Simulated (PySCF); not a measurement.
Delta-SCF ions had no search for a lower state. 

# HCl2Si, SMILES `Cl[SiH-]Cl` (charge -1, multiplicity 1)

The numbers are results of TPSSh-D3(BJ)/def2-TZVPD // B3LYP-D3(BJ)/def2-TZVPD (PySCF), not measurements.

```
Quantity                                                        Value
--------------------------------------  -----------------------------
HOMO                                                         -0.62 eV
vertical detachment energy (Delta-SCF)                        2.99 eV
total energy                                            -1210.7160 Ha
cost                                    very roughly 2.0 core-minutes
```

Bonds (Å): Cl1–Si2 2.248, Si2–Cl3 2.248, Si2–H4 1.532. Bond angles (°): Cl1–Si2–Cl3 99.7, Cl1–Si2–H4 93.0, Cl3–Si2–H4 93.0.
Charge -1, spin multiplicity 1.
